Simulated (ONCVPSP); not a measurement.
**Reading a pseudo-wave (Mg (Z = 12))**

Columns: radius, all-electron u(r) and pseudo u(r) of the 2p shell (level -47.16 eV) of magnesium in the configuration [He] 2s2 2p6 3s1.75 3p0.25; PBE, scalar-relativistic, ONCV scheme, ONCVPSP 4.0.1.

| r (bohr) | all-electron | pseudo |
| --- | --- | --- |
| 0.072 | 0.1821 | 0.0419 |
| 0.145 | 0.4967 | 0.1636 |
| 0.217 | 0.7714 | 0.3444 |
| 0.290 | 0.9707 | 0.5630 |
| 0.362 | 1.0897 | 0.7832 |
| 0.435 | 1.1440 | 0.9819 |
| 0.507 | 1.1490 | 1.1311 |
| 0.580 | 1.1196 | 1.2213 |
| 0.652 | 1.0683 | 1.2469 |
| 0.725 | 1.0029 | 1.2150 |
| 0.798 | 0.9303 | 1.1374 |
| 0.870 | 0.8562 | 1.0315 |
| 0.942 | 0.7824 | 0.9123 |
| 1.015 | 0.7099 | 0.7926 |
| 1.088 | 0.6411 | 0.6847 |
| 1.160 | 0.5777 | 0.5957 |
| 1.232 | 0.5189 | 0.5239 |
| 1.305 | 0.4641 | 0.4647 |
| 1.378 | 0.4142 | 0.4141 |
| 1.450 | 0.3695 | 0.3694 |
| 1.522 | 0.3290 | 0.3290 |
| 1.595 | 0.2921 | 0.2920 |
| 1.668 | 0.2589 | 0.2589 |
| 1.740 | 0.2297 | 0.2297 |
| 1.812 | 0.2036 | 0.2035 |
| 1.885 | 0.1800 | 0.1800 |

(1) How many radial nodes do the two functions have?

(2) At about which radius was the pseudo-wave matched?

(3) Where does each function peak?

(4) Is the pseudo-wave norm-conserving?

Answers

(1) The all-electron 2p function has n − l − 1 = 0; the pseudo-wave has 0.

(2) 1.40 bohr, where the columns begin to agree (steps of 0.07 bohr).

(3) Outermost all-electron maximum near 0.51 bohr, pseudo maximum near 0.65 bohr (to the table’s step).

(4) Yes: the ONCV scheme keeps the norm inside the radius equal to the all-electron one, which fixes the energy derivative of the logarithmic derivative at the level.
